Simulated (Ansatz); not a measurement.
`C=CB[SeH]` + HI → `C=CBI` + H₂Se at 500 K and 1 bar (ligand exchange at a B–Se bond).

Calculated with Ansatz (gas phase, PBE0-D4/def2-TZVP geometries, no zero-point term in ΔE). CCSD(T)/CBS is the MP2 limit (def2-TZVPP, def2-QZVPP) plus CCSD(T) − MP2 in def2-TZVPP, frozen cores. Elements past krypton have def2 core potentials. For I, Se outer-core shells are correlated without core-valence functions, which leaves a few kJ/mol of doubt a bond. Scalar relativity is left out up to krypton. One conformer a species, not always the lowest.

```csv
species,CCSD(T)/CBS energy (Eh),H − E (kJ/mol),S (J/(mol·K))
`C=CB[SeH]`,-2504.61289,205.2,368.1
HI,-298.03592,28.6,221.6
`C=CBI`,-400.74733,180.1,364.4
H₂Se,-2401.89790,53.1,237.8
```

H − E and S are ideal-gas, rigid-rotor, harmonic terms from PBE0-D4/def2-TZVP, for one conformer and one mirror image of each species. 1 Eh = 2625.50 kJ/mol, R = 8.31446 J/(mol·K).

Q: By hand: ΔE, ΔH, ΔS and ΔG.

A: ΔE = (-400.74733) + (-2401.89790) − (-2504.61289) − (-298.03592) = 0.00358 Eh = 9.4 kJ/mol. Δ(H − E) = 180.1 + 53.1 − 205.2 − 28.6 = -0.6, so ΔH = 8.8 kJ/mol. ΔS = 364.4 + 237.8 − 368.1 − 221.6 = 12.5 J/(mol·K). ΔG = 8.8 − 500 × (12.5)/1000 = 2.6 kJ/mol.

Q: By hand: the equilibrium constant, and the temperature at which ΔG would vanish if ΔH and ΔS stayed fixed.

A: log₁₀ K = −ΔG/(RT ln 10) = -0.3. ΔG = 0 at ΔH/ΔS = 704 K, though so small a ΔH makes that figure unsure.

TΔS isn't small against ΔH here. The sign of ΔG lies within the doubt. A doubt of 5 kJ/mol in ΔE shifts log₁₀ K by 0.5 here. Other conformers and mirror images would add mixing entropy, several J/(mol·K) or more a flexible species. These are equilibria of isolated gas molecules and say nothing of rates. Largest T1 diagnostic: 0.013 (customary marks: 0.02 for closed shells, 0.045 for open ones).
